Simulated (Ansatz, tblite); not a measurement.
Cost and result up the ladder for the cluster Li4Se2⁺ (the lowest doublet isomer of a short search) (6 atoms). Total charge 1; doublet. Geometry: PBE-D4/def2-SVP.

Cartesian coordinates in Å:
```
Li 1.552 -0.757 -1.005
Li -2.672 -1.821 -0.555
Li -0.320 1.878 -0.607
Li 0.419 0.004 1.954
Se 1.802 1.224 0.375
Se -0.781 -0.528 -0.162
```

Ansatz on 4 threads of Arm Neoverse V1 on a shared host; xTB runs through tblite on one thread. Times are rough, summed over both states, and most runs start from the orbitals of an earlier one. ωB97X-V/def2-TZVP serves as the yardstick here, not as an exact answer. Differences are given only for rows in sets of like size (and for xTB, whose basis is part of the method), since another set adds its own error. The other state is a quartet at its own geometry, which has other bonds, so the gap mixes isomer and spin.

The 6-31G sets use Cartesian d functions. The xTB rows come from tblite. B3LYP takes the VWN-RPA correlation. HSE06 is defined as in plane-wave codes, on full-range PBE exchange. Correlated methods freeze 18 core orbitals; core or outer-core shells of Li, Se are correlated, in sets that lack core-valence functions. The rows differ in basis, and correlated rows in double-zeta sets carry the largest basis error. In CCSD on the charge 1 quartet the largest single amplitude is 0.30, so its Hartree–Fock determinant may place the open shell otherwise than the density functionals do. The structure comes from a short search, and lower isomers may exist.

Correlated methods converge slowly with the basis, most of all in double-zeta sets (MP2 moves by 0.13 eV from def2-SVP to def2-TZVP here).

xTB has no spin-polarisation term.

| level | functions | wall time |
| --- | --- | --- |
| GFN1-xTB | 34 | 0.01 s |
| GFN2-xTB | 34 | 0.01 s |
| HF/6-31G | 94 | 2.8 s |
| LDA (SPW92)/def2-TZVP | 152 | 3.2 s |
| PBE-D4/def2-TZVP | 152 | 6.3 s |
| MP2/def2-TZVP | 152 | 6.7 s |
| B3LYP-D4/6-31G | 94 | 7.1 s |
| RPA@PBE/def2-TZVP | 152 | 10 s |
| HSE06-D4/def2-TZVP | 152 | 11 s |
| PBE0-D4/def2-TZVP | 152 | 11 s |
| r2SCANh-D4/def2-TZVP | 152 | 19 s |
| B97M-V/def2-TZVP | 152 | 27 s |
| ωB97X-V/def2-TZVP | 152 | 45 s |
| CCSD(T)/def2-SVP | 100 | 50 s |

(1) Estimate what each level gives for the quartet − doublet (eV).

Answers

(1) 
| level | quartet − doublet (eV) | difference from ωB97X-V/def2-TZVP (eV) |
| --- | --- | --- |
| GFN1-xTB | 2.48 | -1.10 |
| GFN2-xTB | 2.36 | -1.22 |
| HF/6-31G | 3.15 | – |
| LDA (SPW92)/def2-TZVP | 3.09 | -0.50 |
| PBE-D4/def2-TZVP | 2.90 | -0.69 |
| MP2/def2-TZVP | 3.63 | 0.04 |
| B3LYP-D4/6-31G | 3.10 | – |
| RPA@PBE/def2-TZVP | 3.02 | -0.57 |
| HSE06-D4/def2-TZVP | 3.15 | -0.44 |
| PBE0-D4/def2-TZVP | 3.16 | -0.43 |
| r2SCANh-D4/def2-TZVP | 3.17 | -0.41 |
| B97M-V/def2-TZVP | 3.30 | -0.28 |
| ωB97X-V/def2-TZVP | 3.59 | 0.00 |
| CCSD(T)/def2-SVP | 3.17 | – |
